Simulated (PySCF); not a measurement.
# How good is the calculation?

Geometry (Å), atoms numbered from 1 in this order:
```xyz
23

C     2.8743    0.3621    0.6817
C     1.9643   -0.4344   -0.2385
P     0.4210   -0.9876    0.5828
S     0.7199   -2.0613    2.1897
C    -0.4848   -1.8685   -0.7457
C    -1.8408   -2.3864   -0.2954
C    -0.5441    0.5327    0.9335
C    -0.8578    1.4393   -0.2453
H     3.0450   -0.1933    1.6163
H     2.4370    1.3381    0.9432
H     3.8476    0.5510    0.2048
H     1.6971    0.1286   -1.1491
H     2.4569   -1.3652   -0.5645
H    -0.5642   -1.2008   -1.6205
H     0.1766   -2.7030   -1.0311
H    -2.5417   -1.5638   -0.0843
H    -2.2968   -3.0205   -1.0701
H    -1.7316   -2.9811    0.6240
H     0.0298    1.0558    1.7154
H    -1.4585    0.1748    1.4334
H    -1.4187    2.3256    0.0882
H     0.0557    1.8008   -0.7422
H    -1.4739    0.9311   -1.0028
```

What is known from experiment: δ 31P P3 53.0 ppm (measured; E. Pretsch, P. Bühlmann, M. Badertscher, Structure Determination of Organic Compounds, 4th ed., Springer 2009).
δ 31P P3 54.5 ppm (measured; NMR Tables: representative 31P chemical shifts referenced to 85 % H3PO4 (instrument maker's almanac)).

All values are calculated (PySCF 2.14.0 with density-fitted response routines): PBE0-D3(BJ)/def2-SVP structure, σ from GIAO-PBE0/pcSseg-1. No solvent model, rapidly exchanging positions averaged, a single conformation, non-relativistic Hamiltonian.

(1) What does the calculation give, and how does it compare?

(2) How far are the unscaled 31P shifts from the references?

Results:

(1) 
Reference values: measured (E. Pretsch, P. Bühlmann, M. Badertscher, Structure Determination of Organic Compounds, 4th ed., Springer 2009).
```tsv
atoms	quantity	reference	computed	computed, scaled
P3	δ 31P vs 85 % H3PO4	53.0	30.4	38.8
```

Reference values: measured (NMR Tables: representative 31P chemical shifts referenced to 85 % H3PO4 (instrument maker's almanac)).
```
atoms             quantity  reference  computed  computed, scaled
   P3  δ 31P vs 85 % H3PO4       54.5      30.4              38.8
```

Computed shifts are σ(ref) − σ with the named reference compound (TMS for H and C) calculated as an isolated molecule at the same level. The measured values may be among those fitted. Shieldings were converted by a linear fit to measured shifts: 31P: δ = 282.38 − 0.871σ (rms 18.7 ppm, 97 shifts vs H3PO4, solution or neat liquid). A few per cent of atoms miss by over 2 rms, more outside the fitted compound classes.

(2) Mean signed difference -23.35 ppm, mean absolute 23.35 ppm over 2 comparisons; the largest is -24.1 ppm at P3 (phosphorus bonded to 3 C, S).
